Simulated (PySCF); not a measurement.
NMR data simulated for an unnamed compound:

1H NMR (400 MHz, computed): δ 6.34 (m, 1H), 5.78 (m, 1H), 4.28 (m, 2H), 3.39 (t, 3H), 2.20 (m, 1H), 1.05 (d, 6H).

13C{1H} NMR (computed): δ 168.7 (CH), 123.1 (CH), 43.7 (CH), 24.9 (CH3).

Method: GFN2-xTB structure, GIAO PBE0/pcSseg-1 shieldings, in PySCF (one computed conformer, non-relativistic Hamiltonian, rapidly exchanging positions averaged, no solvent model).

Chemical shifts δ = σref − σ; TMS for 1H (σref 31.72) and 13C (σref 186.93), all at this level.

Q: Which of these does the molecule contain: a Si–H bond, a vinyl group CH=CH2, a (CH3)2CH unit, a C≡C triple bond, an ester, a non-aromatic C=C double bond?

A: 
- A Si–H bond: yes (δH 4.28 (m)).
- A vinyl group CH=CH2: no.
- A (CH3)2CH unit: yes (δC 24.9, 43.7; δH 1.05 (d), 2.20 (m)).
- A C≡C triple bond: no.
- An ester: no.
- A non-aromatic C=C double bond: yes.

The data belong to SMILES C(=C\C(C)C)/[SiH2][SiH3], C5H14Si2; they needn't prove each group on their own.

Carbon signals by region: 1 in the far downfield region (above 160 ppm), 1 in the sp2 and nitrile region (100–160 ppm), 2 below 50 ppm. Above 160 ppm: 168.7, alkene CH.

Shifts are as computed. Against solution values, carbons near 30 ppm lie about +3 ppm off and those near 130 ppm about +5 ppm. Of 1211 compounds with measured shifts, 218 miss one by over three times the rms of a fit or turn the order of signals round; such compounds aren't used in these exercises. Multiplicities follow the n + 1 count of equivalent neighbours, as no J values were calculated; m marks all less simple cases, F and P coupling included.
